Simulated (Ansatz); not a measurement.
Born–Oppenheimer molecular dynamics of a periodic cell of 15 atoms, H8CO6 (contents 4 H2O + 1 CO2, density as packed 1.29 g/cm³ with natural masses). It goes on from the last frame of an earlier run, with new velocities.

Level of theory: DFT PBE-D3(BJ), scalar-relativistic, plane waves, PAW (Ansatz 0.2.0). Settings: accuracy low, cutoff 420 eV, k mesh 1x1x1, fermi-dirac smearing 0.002 eV, no spin polarisation.

| Item | Value |
| --- | --- |
| ensemble | NVE (velocity Verlet) |
| time step | 0.5 fs |
| steps asked | 200 |
| starting velocities drawn for | 700 K |
| masses | H 2.014 u |
| seed | 685459 |

First frame:

```xyz
15
Lattice="5.2991 0.0000 0.0000 0.0000 5.2991 0.0000 0.0000 0.0000 5.2991" Properties=species:S:1:pos:R:3
O 4.743 4.768 3.807
H 4.294 4.255 3.087
H 5.424 4.198 4.376
O 2.952 3.447 1.925
H 2.866 2.560 1.531
H 2.626 3.416 2.841
O 1.571 4.157 4.994
H 1.987 3.289 4.922
H 1.811 4.410 5.884
O 3.106 1.347 4.815
H 3.026 0.433 4.409
H 4.021 1.551 4.758
C 0.537 1.162 2.282
O 0.034 2.141 2.790
O 1.325 0.556 1.531
```

**Question.** What does the run give?

**Answer.** All steps were run.

* steps done: 200
* time covered: 100 fs
* mean temperature over the second half: 715 K
* spread of the potential energy over the second half: 17.0 meV per atom
* mean potential energy of the second half above the start: -1.9 meV per atom

The conserved energy stayed within 0.2 meV per atom of its start (net change 0.036 meV per atom), so the integration is sound. A run of 0.1 ps of so small a system gives no equilibrium averages. The smearing is very narrow for this mesh. Limits of this set-up: coarse k mesh, low accuracy level.

**Question.** What happens to the structure?

**Answer.** Mean squared displacements from the first frame to the last, about the centre of mass: O 0.14 Å², H 0.72 Å², C 0.25 Å². Another seed would give other details.

**Question.** How do temperature and energy run in time?

**Answer.** 
```
time (fs)  T (K)  potential energy less start (eV)  conserved less start (meV/atom)
      0.0    700                             0.000                             0.00
      3.0    685                             0.027                             0.02
      6.0    687                             0.023                            -0.06
      9.0    556                             0.263                             0.13
     12.0    867                            -0.303                            -0.13
     15.0    941                            -0.436                            -0.06
     18.0    742                            -0.076                             0.01
     21.0    562                             0.250                             0.02
     24.0    606                             0.172                             0.09
     27.0    872                            -0.313                            -0.11
     30.0    772                            -0.131                            -0.05
     33.0    546                             0.280                             0.03
     36.0    483                             0.393                             0.05
     39.0    812                            -0.205                            -0.17
     42.0    855                            -0.282                            -0.07
     45.0    578                             0.222                             0.06
     48.0    512                             0.340                            -0.02
     51.0    573                             0.232                             0.11
     54.0    898                            -0.361                            -0.17
     57.0    695                             0.008                            -0.03
     60.0    485                             0.391                             0.10
     63.0    662                             0.067                            -0.08
     66.0    804                            -0.189                            -0.05
     69.0    818                            -0.214                            -0.07
     72.0    601                             0.181                             0.11
     75.0    741                            -0.075                            -0.01
     78.0    858                            -0.286                             0.00
     81.0    996                            -0.538                            -0.15
     84.0    808                            -0.195                             0.01
     87.0    638                             0.113                             0.08
     90.0    792                            -0.167                            -0.06
     93.0    720                            -0.038                            -0.07
     96.0    496                             0.370                             0.10
     99.0    542                             0.286                            -0.01
```

Time of the run: 100 s on 1 CPU thread of a shared host.
